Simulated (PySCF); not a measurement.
# Shifts of the heteroatoms

Mapped SMILES: `[CH3:1][C:2]#[C:3][SiH2:4][O:5][C:6]([CH3:7])=[O:8]`. Each H is labelled by its parent atom.

Theoretical values (PySCF): shielding tensors at PBE0/pcSseg-1 (GIAO), GFN2-xTB geometry. Rapidly exchanging positions averaged, in vacuum, one conformer, non-relativistic Hamiltonian.

(1) Predict the $^{29}$Si NMR data.

(2) Predict the $^{17}$O NMR data.

Results:

(1) 
```csv
atoms,environment,σ (ppm),δ (ppm)
Si4,"silicon bonded to C, O, 2 H",398.7,-47.7
```

Shieldings were converted by a linear fit to measured shifts: $^{29}$Si: δ = 279.94 − 0.822σ (rms 8.9 ppm, 72 shifts, 25.8 ppm with the 6 outliers that the fit left out vs TMS, solution or neat liquid). A few per cent of atoms miss by over 2 rms, more outside the fitted compound classes.

On a 500 MHz spectrometer $^{29}$Si resonates near 99.3 MHz, so 1 ppm is 99.3 Hz.

(2) 
```tsv
atoms	environment	σ (ppm)	δ (ppm)
O8	carbonyl oxygen	-134.6	389.3
O5	oxygen bonded to C, Si	136.3	142.5
```

Shieldings were converted by a linear fit to measured shifts: $^{17}$O: δ = 266.70 − 0.911σ (rms 10.7 ppm, 155 shifts, 12.2 ppm with the 3 outliers that the fit left out vs liquid water, solution or neat liquid). A few per cent of atoms miss by over 2 rms, more outside the fitted compound classes.

On a 400 MHz spectrometer $^{17}$O resonates near 54.2 MHz, so 1 ppm is 54.2 Hz.
